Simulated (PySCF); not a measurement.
## Worked example: oscillator strength and radiative lifetime

Ga(Me)2(Cl) (C₂H₆ClGa), SMILES [CH3][Ga]([Cl])[CH3].

Geometry: B3LYP-D3(BJ)/def2-SVP. The isomer is the one that the SMILES or the coordinates give; other isomers of the formula were not compared.

TDDFT-B3LYP/def2-SVPD (PySCF) puts the first singlet state with f over 0.02 at 6.28 eV (vertical), with the transition dipole (0.000, 1.063, 0.000) in atomic units.

Q: Find the oscillator strength, the wavelength and the radiative lifetime that this transition would have in vacuum if emission retraced absorption.

A: 
|μ|² = 1.1300 au, so |μ| = 2.70 D. ΔE = 6.28/27.211 = 0.2308 hartree. f = (2/3) ΔE |μ|² = 0.174 (the program prints 0.174).
λ = 1239.84/6.28 = 197 nm; ν = 50652 cm⁻¹.
Einstein's coefficient A = 0.6670 ν² f s⁻¹ (ν in cm⁻¹) = 3.0e8 s⁻¹, so τ = 1/A = 3.4 ns. This state is S2; the lower singlet has f = 0.000. The figure is the radiative limit of this one transition; relaxation, internal conversion, crossing to triplets and a medium change what is measured.
